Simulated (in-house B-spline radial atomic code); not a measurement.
Ca. Computed with a B-spline radial atomic code. Model: non-relativistic spherical atom: semilocal Troullier-Martins pseudo-atom, one channel per l, against all electrons, high spin, G0W0 and RPA with empty states to l = 8, local potential for every l without a channel, a model core (radius 0 = none) keeps its share of the functional.

What the tables leave out is listed at the end.

The pseudopotential gives back the lowest level of each angular momentum of its own functional in the configuration it was made in; a second state of the same l is only approximately right. Exact exchange, RPA and GW see the smooth pseudo-orbitals and miss the exchange with the core, for which the functional's share stands in. The column with an uncorrelated core keeps all orbitals and exact exchange, and so separates missing core correlation from pseudisation. Only the three outermost levels and the lowest empty one were computed. RPA here is direct RPA, with no exchange kernel, and its energies carry an (l + 1/2)⁻⁴ tail. A hybrid on a potential with a model core restores only its own semilocal share of the core's exchange.

Command:
```bash
python run_psgw.py task.json out
```
Settings (lengths in bohr, energies in hartree):
```
Z                      20
electrons              20
configuration          [Ar] 4s2
generated_in           [Ar] 4s2
functional             lda,vwn
core_shells            4
radius_factor          1.3
core_correction        True
ion_configuration      [Ar] 4s1
```

Time taken, with all properties: 51 s on 1 thread of Arm Neoverse N1, with other jobs on the host.

Given: made with LDA VWN5; model core radius 0.649 bohr; local radius 1.669 bohr; mean-field start LDA VWN5.

Valence shells of the generating configuration: 3p, 4s.

Channel: s 3.4, p 1.363, d 3.12 (radii in bohr).

Computed: largest level miss in the spin-unpolarised generating configuration 0 eV; valence RPA correlation energy all-electron orbitals -0.42003 hartree; valence RPA correlation energy pseudo -0.52409 hartree; all-electron RPA polarisability, core included 106.69 bohr³; pseudo-atom RPA polarisability 106.84 bohr³; ionisation by mean-field pseudo minus all -0.004 eV; ionisation by RPA all-electron 6.4839 eV.

| level | occupied | mean-field all-electron (eV) | mean-field pseudo minus all (eV) | G0W0 all-electron (eV) | G0W0 uncorrelated core minus all (eV) | G0W0 pseudo minus all (eV) | exchange self-energy all-electron (eV) | exchange self-energy pseudo (eV) |
| --- | --- | --- | --- | --- | --- | --- | --- | --- |
| 4s | 1 | -3.848 | 0 | -6.1207 | 0.007 | -0.199 | -7.3426 | -7.1126 |

What is the ionisation by RPA pseudo minus all?

0.162 eV.

What is the ionisation by mean-field all-electron?

6.2109 eV.

Given: mean-field start PBE0.

Computed: valence RPA correlation energy all-electron orbitals -0.37971 hartree; pseudo-atom RPA polarisability 91.04 bohr³; ionisation by mean-field all-electron 5.9937 eV; ionisation by mean-field pseudo minus all 0.072 eV; ionisation by RPA all-electron 6.3208 eV; ionisation by RPA pseudo minus all 0.157 eV.

| level | occupied | mean-field all-electron (eV) | mean-field pseudo minus all (eV) | G0W0 all-electron (eV) | G0W0 uncorrelated core minus all (eV) | G0W0 pseudo minus all (eV) | exchange self-energy all-electron (eV) | exchange self-energy pseudo (eV) |
| --- | --- | --- | --- | --- | --- | --- | --- | --- |
| 4s | 1 | -4.3174 | -0.052 | -6.2082 | 0.009 | -0.185 | -7.0913 | -7.1357 |
| 4p (empty) | 0 | -0.98514 | 0.083 | -0.14619 | 0.01 | 0.099 | -1.4317 | -1.1631 |

What is the valence RPA correlation energy pseudo?

-0.48518 hartree.

What is the all-electron RPA polarisability, core included?

95.336 bohr³.

Among the listed levels the largest G0W0 shift of the pseudo-atom is -0.20 eV, for 4s on the LDA VWN5 start, while leaving the core uncorrelated moves that level by +0.01 eV. So pseudisation and the lost core exchange, not the missing core correlation, make the error. Not in the tables (levels of low weight, unsolved or above zero; the highest and the empty levels are kept at any weight): on LDA the G0W0 levels 3p (pseudo minus all +0.78 eV, weights 0.02 and 0.06), 3d (pseudo minus all +0.18 eV, weights 0.28 and 0.39); on PBE0 the G0W0 levels 3p (pseudo minus all +1.70 eV, weights 0.56 and 0.52); no Hartree-Fock pseudo-atom is run with a model core.
